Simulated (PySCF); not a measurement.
Problem. Give a GFN2-xTB geometry of `[SiH-](N([SiH3])[SiH3])CC=C`. (Charge -1.)

Solution. 
Z-matrix in Å and degrees, rows numbered from 1:
```
C 
C   1  1.3288
C   2  1.4606  1  125.89
Si  3  1.9795  2  111.85  1  -104.13
N   4  1.8230  3  100.93  2    77.80
Si  5  1.6910  4  133.69  3    50.34
Si  5  1.7174  4   95.16  3  -113.78
H   1  1.0804  2  122.51  3   175.08
H   1  1.0786  2  121.34  3    -2.61
H   2  1.0872  1  118.71  3  -176.17
H   3  1.0915  2  110.81  1    17.64
H   3  1.0926  2  110.79  1   138.63
H   4  1.5227  3   95.24  2   176.71
H   6  1.4725  5  109.85  4    34.09
H   6  1.4839  5  116.08  4   -87.52
H   6  1.4811  5  110.36  4   152.61
H   7  1.4697  5  110.33  4   -67.79
H   7  1.4671  5  116.37  4    60.46
H   7  1.4981  5  109.16  4   177.66
```

Si4 (silicon bonded to C, N and H) is pyramidal (angles 100.9°, 97.7° and 95.2°, sum 293.9°, 0.86 Å off the plane of its three neighbours). The 3 N–Si bonds span 1.691 Å (N5–Si6, drawn single) to 1.823 Å (Si4–N5, drawn single), a spread of 0.132 Å. N5 (nitrogen bridging silicon atoms) is almost planar (angles 133.7°, 129.1° and 95.2°, sum 357.9°, 0.14 Å off the plane of its three neighbours). Of the pairs four or more bonds apart, Si6···H11 is among the closest relative to their van der Waals radii: 3.19 Å, 97 % of the sum of Bondi's values.

Computed geometry: GFN2-xTB, gas phase.

Point group: C1 (no symmetry element, even within 0.4 Å). No GFN2-xTB frequencies stand behind this structure, so it isn't proved a minimum. Torsions: C1–C2–C3–Si4 -104°, C2–C3–Si4–N5 78°, C3–Si4–N5–Si6 50°.

One conformer stands for the species.
